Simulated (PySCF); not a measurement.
The same groups moved round the core (propene chloro+silyl). All species are isolated molecules in the gas phase. One relaxed conformer stands for each flexible species; it need not be the lowest. Strings in code marks are SMILES.

The dipole moment from two functionals at the same geometries (CAM-B3LYP-D3(BJ)/def2-TZVP), both in PySCF: PBE-D3(BJ)/def2-TZVP and CAM-B3LYP-D3(BJ)/def2-TZVP. 

| species | PBE-D3(BJ)/def2-TZVP (D) |
|---|---|
| `C/C(Cl)=C/[SiH3]` | 1.92 |
| `C(=C(\Cl)C)/[SiH3]` | 0.97 |
| `C/C([SiH3])=C/Cl` | 1.71 |
| `C/C(=C\Cl)[SiH3]` | 0.89 |
| `C/C=C(/[SiH3])Cl` | 1.71 |
| `C(=C\C)(/Cl)[SiH3]` | 1.96 |

Task: What does CAM-B3LYP-D3(BJ)/def2-TZVP give for each?

Result: 
- `C/C(Cl)=C/[SiH3]`: 1.93
- `C(=C(\Cl)C)/[SiH3]`: 1.06
- `C/C([SiH3])=C/Cl`: 1.79
- `C/C(=C\Cl)[SiH3]`: 1.04
- `C/C=C(/[SiH3])Cl`: 1.81
- `C(=C\C)(/Cl)[SiH3]`: 2.07
Over these rows, drawn at random from the members with no instability flagged (it was tested for open shells, ions and some series alone), PBE minus CAM-B3LYP-D3(BJ): mean -0.09 D, from -0.15 D to -0.01 D.
